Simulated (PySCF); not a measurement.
## Spinor energies of Re⁴⁵⁺ (rhenium, charge +45)

Start: [Ar] 3d10 4s2. Calculated with PySCF 2.14 in an even-tempered Gaussian basis (18 s from 2.6 bohr⁻², ratio 2.6; 15 p from 3.3 bohr⁻², ratio 2.6; 10 d from 3.3 bohr⁻², ratio 2.6; 6 f from 3.4 bohr⁻², ratio 2.8): generalised Hartree-Fock with the X2C-1e Hamiltonian and a Gaussian nucleus; spin-orbit coupling (SO) screened by Boettger's factors.

| spinor shell | electrons | ε, screened SO (eV) | weight of nominal j (screened SO) | rms radius, screened SO (bohr) |
| --- | --- | --- | --- | --- |
| 1s1/2 | 2 | -74328.7 | 1.000 | 0.0204 |
| 2s1/2 | 2 | -14871.9 | 1.000 | 0.0822 |
| 2p1/2 | 2 | -14313.0 | 1.000 | 0.0698 |
| 2p3/2 | 4 | -12862.0 | 1.000 | 0.0773 |
| 3s1/2 | 2 | -5112.5 | 1.000 | 0.207 |
| 3p1/2 | 2 | -4866.1 | 1.000 | 0.198 |
| 3d3/2 | 4 | -4138.9 | 1.000 | 0.186 |
| 3d5/2 | 6 | -4066.4 | 1.000 | 0.189 |
| 4s1/2 | 2 | -2448.3 | 1.000 | 0.415 |

(1) Where does 3p3/2 lie, and what is the 3p spin-orbit splitting (screened SO)?

```json
{"quantity": "E (hartree)", "screened SO": "-15310.08447"}
{"quantity": "M_J", "screened SO": "0"}
{"quantity": "⟨J²⟩", "screened SO": "0.000"}
{"quantity": "⟨L²⟩", "screened SO": "0.065"}
{"quantity": "⟨S²⟩", "screened SO": "0.065"}
```

Breit and QED terms are absent; they matter most for the inner s and p1/2 levels.

Densities and radii are taken from the X2C orbitals without a picture-change correction, which distorts them close to the nucleus.

Answers

(1) At -4532.2 eV, 333.96 eV above 3p1/2.
